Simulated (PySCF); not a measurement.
```xyz
5
charge -1 multiplicity 1, angstrom
Tc    0.0000    0.0000    0.0000
O    -0.9821   -0.9821   -0.9821
O    -0.9821    0.9821    0.9821
O     0.9821   -0.9821    0.9821
O     0.9821    0.9821   -0.9821
```

All numbers come from PBE0 in PySCF with Tc def2-TZVPD with ECP28, O def2-TZVPD; scalar-relativistic core potentials, no spin–orbit coupling; density-fitted integrals.

This geometry of [TcO4]- is a stationary point at this level.

Problem. What is the point group?

Solution. Td.

Problem. Is it a minimum?

Solution. Yes: all harmonic wavenumbers are real.

Problem. List the harmonic modes with their infrared intensities.

Solution. 
```
symmetry  ω (cm⁻¹)  IR (km/mol, summed over degenerate members)     type
       e       338                                          0.0     bend
      t2       362                                         19.1     bend
      t2       966                                          957  stretch
      a1       991                                          0.0  stretch
```

Problem. Give the ideal-gas entropy at 298.15 K and 1 bar by parts.

Solution. translation 172.4, rotation 87.9, vibration 26.0, spin 0.0; total 286.2 J/(mol K).

In Td the vibrations span e + 2t2 + a1. The a1, e modes carry no infrared intensity, as symmetry demands.

Stability towards spin polarisation was not tested. This need not be the most stable arrangement of these atoms. The lowest empty level of this anion is unbound, so it and the gap depend on the basis.
